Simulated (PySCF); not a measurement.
This PySCF input asks for the NMR shieldings of `O=C([SiH3])O[Si@H]([SiH3])CCl`, C$_{2}$H$_{9}$ClO$_{2}$Si$_{3}$; the geometry comes from GFN2-xTB.

```python
import basis_set_exchange as bse
import numpy as np
from pyscf import gto, dft
from pyscf.prop import nmr

atoms = """
O     1.334436    1.258626    0.038214
C     1.430809    0.055898   -0.063843
Si    3.012092   -0.933385    0.385966
O     0.437064   -0.700878   -0.488327
Si   -1.109010   -0.113388   -0.818800
Si   -1.131288    2.138369   -0.309565
C    -2.163865   -1.259398    0.301730
Cl   -1.897514   -0.812800    2.010969
H     2.730751   -2.337228    0.101035
H     3.283425   -0.698192    1.801910
H     4.101428   -0.413807   -0.438117
H    -1.258820   -0.663337   -2.173647
H    -2.525968    2.597529   -0.493534
H    -0.786714    2.450331    1.075191
H    -0.335500    2.905062   -1.264443
H    -3.227661   -1.149962    0.111708
H    -1.900666   -2.311411    0.213643
"""
names = dict.fromkeys(["O", "C", "Si", "Cl", "H"], "pcSseg-1")
basis = {el: gto.basis.parse(bse.get_basis(n, elements=[el], fmt="nwchem")) for el, n in names.items()}
mol = gto.M(atom=atoms, basis=basis, charge=0, verbose=0)
mf = dft.RKS(mol, xc="PBE0")
mf.grids.level = 2
mf.grids.alignment = dft.numint.BLKSIZE   # the property module wants whole blocks of grid points
mf.conv_tol = 1e-9
mf.kernel()

calc = nmr.RKS(mf)   # GIAO
C = mf.mo_coeff
Co = C[:, mf.mo_occ > 0]
resp = mf.gen_response(singlet=True, hermi=2)
def vind(x):   # induced exchange potential for any number of trial vectors
    d = np.einsum("pi,xij,qj->xpq", C, 2 * x.reshape(-1, C.shape[1], Co.shape[1]), Co, optimize=True)
    return np.einsum("xpq,pi,qj->xij", resp(d - d.transpose(0, 2, 1)), C, Co, optimize=True).ravel()
mo1, _ = nmr.rhf.solve_mo1(calc, with_cphf=vind)
sigma = calc.kernel(mo1)
for i, s in enumerate(sigma):   # ppm
    w = np.linalg.eigvalsh((s + s.T) / 2)
    print("%2d %-2s iso %8.1f  s11 %8.1f  s22 %8.1f  s33 %8.1f" % (i, mol.atom_pure_symbol(i), w.mean(), *w))
```

Question: Give the expected output.

Answer: 
```
 0 O  iso   -179.7  s11   -535.2  s22   -244.3  s33    240.3
 1 C  iso     -3.8  s11   -103.4  s22     14.6  s33     77.5
 2 Si iso    431.7  s11    400.7  s22    432.0  s33    462.4
 3 O  iso     91.0  s11    -65.4  s22    124.6  s33    213.8
 4 Si iso    357.3  s11    320.9  s22    362.2  s33    388.7
 5 Si iso    471.9  s11    467.3  s22    471.7  s33    476.5
 6 C  iso    150.6  s11    132.4  s22    140.7  s33    178.9
 7 Cl iso    931.0  s11    809.9  s22    887.0  s33   1096.2
 8 H  iso     27.6  s11     23.7  s22     27.3  s33     31.9
 9 H  iso     27.5  s11     24.6  s22     26.0  s33     31.9
10 H  iso     27.6  s11     24.4  s22     25.9  s33     32.5
11 H  iso     26.5  s11     22.9  s22     24.4  s33     32.2
12 H  iso     28.3  s11     24.3  s22     26.0  s33     34.7
13 H  iso     27.4  s11     24.9  s22     26.2  s33     31.2
14 H  iso     27.8  s11     23.9  s22     26.3  s33     33.0
15 H  iso     28.9  s11     23.5  s22     27.4  s33     35.8
16 H  iso     28.2  s11     23.1  s22     26.4  s33     35.1
```

These numbers come from an equivalent density-fitted implementation of the same equations, which agrees with the script to about 0.01 ppm for H and up to a few tenths of a ppm for heavy atoms, so last digits may differ.

Question: Turn these shieldings into chemical shifts. References, each an isolated molecule treated in the same way: $^{17}$O (σ = 336.08 ppm) against H2O; TMS for $^{13}$C (σ = 186.93 ppm) and $^{29}$Si (σ = 349.16 ppm) and $^{1}$H (σ = 31.72 ppm); $^{35}$Cl (σ = 949.78 ppm) against HCl.

Answer: Averaging equivalent atoms: O 0: 515.8; O 3: 245.1; C 1: 190.7; C 6: 36.3; Si 4: -8.1; Si 2: -82.5; Si 5: -122.7; Cl 7: 19; H 11: 5.19; H 8/9/10: 4.15; H 12/13/14: 3.87; H 16: 3.49; H 15: 2.83 ppm. Unscaled 17O shifts of doubly bonded oxygen tend to come out too high, by tens of ppm or more. Experimental scales use liquid or dissolved standards, which lie at an offset from isolated H2O (liquid H2O: subtract about 36 ppm).

Size and cost of the density-fitted run: 209 basis functions, 37 s wall time on 1 thread of an Arm Neoverse V2, shared host; peak memory 0.87 GiB.
